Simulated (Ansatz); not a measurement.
`NC1(F)O[SiH2]O1`, relaxed with RKS PBE0-D4/def2-TZVP in Ansatz from a PBE-D4/def2-SVP geometry. The force threshold is 0.005 eV/Å; the program also tests the step.

Charge 0, multiplicity 1.

Start:

```xyz
10

N     1.306   -1.155   -0.338
C     0.665   -0.009    0.159
F     1.624    0.811    0.687
O    -0.326   -0.317    1.125
Si   -1.431    0.677    0.264
O    -0.102    0.784   -0.797
H     0.649   -1.777   -0.818
H     2.077   -0.903   -0.966
H    -1.838    1.937    0.963
H    -2.623   -0.048   -0.281
```

(1) By how much does the energy fall, and how many steps does the optimiser take? (Estimate.)

(2) Which bonds change most? (Best estimate.)

(3) Give the relaxed structure. (An estimate is asked.)

Answers

(1) The calculation gave: 8.37 kJ/mol, in 7 steps.

(2) The calculation gave: O4–Si5 from 1.717 to 1.673 Å; Si5–O6 from 1.704 to 1.664 Å; C2–O6 from 1.460 to 1.436 Å.

(3) The calculation gave: 
```xyz
10

N     1.284   -1.141   -0.342
C     0.660    0.002    0.161
F     1.618    0.797    0.689
O    -0.325   -0.295    1.116
Si   -1.399    0.662    0.261
O    -0.097    0.797   -0.765
H     0.621   -1.759   -0.788
H     2.029   -0.897   -0.980
H    -1.829    1.902    0.942
H    -2.561   -0.068   -0.294
```
